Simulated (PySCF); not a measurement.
ClH7SSi3.
Bonds: Si1–Si2, Si2–S3, S3–Si4, Si4–Cl5. Hydrogens: H6, H7, H8 on Si1; H9, H10 on Si2; H11, H12 on Si4.

Method: PySCF, PBE0-D3(BJ)/def2-SVP geometry optimisation, gas phase; density fitting, grid level 1; the optimiser is geomeTRIC in internal coordinates, started from a GFN2-xTB structure with every atom displaced at random (about 0.01 Å).

Step 2: E = -47075.1070 eV
```
atom  x, y, z in Å  |  force x, y, z in eV/Å
Si1    -1.8855    0.3546    0.1323    0.054   0.013  -0.012
Si2    -0.4020   -1.4665    0.1894   -0.087   0.014   0.000
S3      1.3840   -1.0851   -0.9789    0.040  -0.015   0.050
Si4     2.0404    0.7778   -0.1762    0.043   0.019   0.105
Cl5     1.7778    0.8594    1.8853    0.031  -0.023  -0.121
H6     -1.4121    1.4019    1.0864   -0.011   0.018  -0.028
H7     -1.9117    0.9145   -1.2535   -0.012   0.001   0.006
H8     -3.2621   -0.0827    0.5160   -0.001  -0.014   0.016
H9     -0.0470   -1.8242    1.5936    0.012  -0.026  -0.008
H10    -0.9979   -2.6591   -0.4828    0.004   0.011  -0.003
H11     3.4907    0.8826   -0.4890   -0.035   0.015   0.005
H12     1.2898    1.9361   -0.7304   -0.039  -0.014  -0.011
```

Step 3: E = -47075.1161 eV
```
atom  x, y, z in Å  |  force x, y, z in eV/Å
Si1    -1.8544    0.3708    0.1145   -0.008   0.015   0.003
Si2    -0.4074   -1.4780    0.1971    0.010   0.043  -0.012
S3      1.4008   -1.1118   -0.9430    0.090  -0.028   0.004
Si4     2.0218    0.7721   -0.1618   -0.111   0.011   0.002
Cl5     1.8418    0.8241    1.9014    0.015   0.001   0.025
H6     -1.3804    1.4304    1.0546    0.007  -0.003  -0.010
H7     -1.8755    0.9204   -1.2754   -0.002  -0.021   0.000
H8     -3.2358   -0.0522    0.5000    0.002   0.001   0.012
H9     -0.0624   -1.8485    1.6002   -0.022  -0.010   0.010
H10    -1.0076   -2.6614   -0.4854   -0.015   0.009  -0.009
H11     3.4463    0.9590   -0.5311    0.026  -0.012  -0.031
H12     1.1773    1.8842   -0.6789    0.007  -0.006   0.006
```

Step 4: E = -47075.1220 eV
```
atom  x, y, z in Å  |  force x, y, z in eV/Å
Si1    -1.8123    0.3880    0.0977   -0.042   0.024   0.014
Si2    -0.4073   -1.4910    0.2006    0.058   0.034  -0.018
S3      1.4303   -1.1461   -0.9006    0.079  -0.023  -0.015
Si4     1.9864    0.7670   -0.1453   -0.124  -0.008  -0.066
Cl5     1.8998    0.8046    1.9195    0.007   0.015   0.100
H6     -1.3261    1.4524    1.0262    0.006  -0.018   0.000
H7     -1.8238    0.9243   -1.2973   -0.003  -0.027  -0.005
H8     -3.1998   -0.0125    0.4866    0.004   0.007   0.009
H9     -0.0905   -1.8772    1.6063   -0.034   0.000   0.015
H10    -1.0199   -2.6587   -0.4975   -0.020   0.007  -0.009
H11     3.3778    1.0362   -0.5807    0.039  -0.015  -0.036
H12     1.0498    1.8223   -0.6232    0.030   0.003   0.011
```

Q: Estimate the geometry and energy of step 5. (The exact step hangs on the optimiser's Hessian estimate; all steps are aligned on step 4, rigid shifts and turns removed.)

A: E = -47075.1248 eV, largest force 0.079 eV/Å
```
atom  x, y, z in Å  |  force x, y, z in eV/Å
Si1    -1.8039    0.3922    0.0920   -0.026   0.015   0.008
Si2    -0.4062   -1.4926    0.1983    0.049   0.016  -0.018
S3      1.4509   -1.1608   -0.8773    0.025  -0.008   0.004
Si4     1.9785    0.7657   -0.1375   -0.054  -0.012  -0.056
Cl5     1.9381    0.8122    1.9297   -0.002   0.011   0.065
H6     -1.3150    1.4559    1.0191    0.005  -0.008   0.002
H7     -1.8147    0.9216   -1.3052   -0.005  -0.015  -0.004
H8     -3.1913   -0.0054    0.4839    0.005   0.002   0.007
H9     -0.1156   -1.8878    1.6076   -0.022   0.002   0.010
H10    -1.0259   -2.6501   -0.5107   -0.010   0.005  -0.007
H11     3.3556    1.0568   -0.6076    0.018  -0.011  -0.018
H12     1.0140    1.8014   -0.5999    0.017   0.005   0.007
```

The energy changes by -0.0027 eV. The first-order estimate −F·Δx gives -0.0035 eV and the mean of the old and new forces, exact on a quadratic surface, -0.0024 eV. The step makes an angle of 80° with the force vector and moves no atom by more than 0.048 Å.

What follows is the cost of the whole optimisation. Hardware: one thread of an Arm Neoverse V1, on a shared host. Cost: 63 s of wall time, 0.53 GiB resident at most.
